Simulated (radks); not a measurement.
Task: Coherent X-ray form factor from a spherical all-electron density. All-electron calculation, scalar-relativistic Kohn-Sham, r2SCAN, spin-polarised, spherical densities, finite nucleus; meta-GGA in the generalised Kohn-Sham scheme; Fermi nuclear charge, rms radius of each element as measured or else 0.836 A^(1/3) + 0.57 fm. Program: a radial shooting solver on a logarithmic mesh with Libxc functionals.

sin(theta)/lambda (1/angstrom)  f0 (electrons)
0.05                                     3.917
0.1                                      3.688
0.15                                     3.361
0.2                                      2.995
0.25                                     2.644
0.3                                      2.339
0.4                                      1.908
0.5                                      1.668
0.6                                      1.529
0.8                                      1.330
1                                        1.130
1.25                                     0.883
1.5                                      0.672
2                                        0.382

The species is in the configuration that NIST lists as its ground one. Which atom or ion scatters so?

Result: The carbon ion C2+, [He] 2s2. Extrapolating in s^2 from the first two rows gives f0(0) = 4.0, near the electron count 4; among species with that count, the fall with angle is slower the higher Z, and the table is that of Z = 6; from so few rows the species is fixed only to a neighbour or two.
